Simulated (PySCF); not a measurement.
Vertical excitations of a molecule C₃HF₄, multiplicity 2 from TDA-PBE0/def2-SVPD run with PySCF, as energy in eV (oscillator strength): 2.39 (0.002), 4.56 (0.000), 5.72 (0.001), 5.89 (0.000), 6.92 (0.009), 6.97 (0.001), 7.57 (0.020), 7.57 (0.000), 8.07 (0.244), 8.25 (0.008). Coordinates come from a B3LYP-D3(BJ)/def2-SVP optimisation. Other conformers were not sampled.

Problem. Pick the molecule that these values belong to.
(A) F/[C]=C/C(F)(F)F
(B) [CH]=C(F)C(F)(F)F
(C) F/C=[C]/C(F)(F)F

Solution. C, F/C=[C]/C(F)(F)F
